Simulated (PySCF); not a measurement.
Molecule: `ClCCB(Cl)Cl`, C2H4BCl3.

Atoms are numbered as in `[Cl:1][CH2:2][CH2:3][B:4]([Cl:5])[Cl:6]` (H(Xn): hydrogen on atom n).

Geometry PBE0-D3(BJ)/def2-SVP throughout; GIAO in PySCF 2.14, gas phase, one conformer, non-relativistic; equivalent atoms averaged; functional PBE0.

For orientation, 6-311+G(2d,p) gives these shifts δ (against HCl, TMS, BF3·OEt2 at the same level): Cl5/Cl6 271.0, Cl1 116.2, C2 45.6, C3 36.5, B4 61.4, H(C2) 3.64, H(C3) 2.14 ppm.

A run gave: Cl5/Cl6 272.9, Cl1 81.1, C2 45.4, C3 36.8, B4 75.4, H(C2) 3.26, H(C3) 1.94 ppm (shifts δ (against HCl, TMS, BF3·OEt2 at the same level)).

Question: Which basis set was used in that run?
A. aug-cc-pVDZ
B. 6-31G*
C. pcSseg-0
D. IGLO-III

Answer: C. Cl1 tells them apart best: pcSseg-0 gives 81.1, IGLO-III gives 118.0, aug-cc-pVDZ gives 105.8, 6-31G* gives 68.3 ppm.
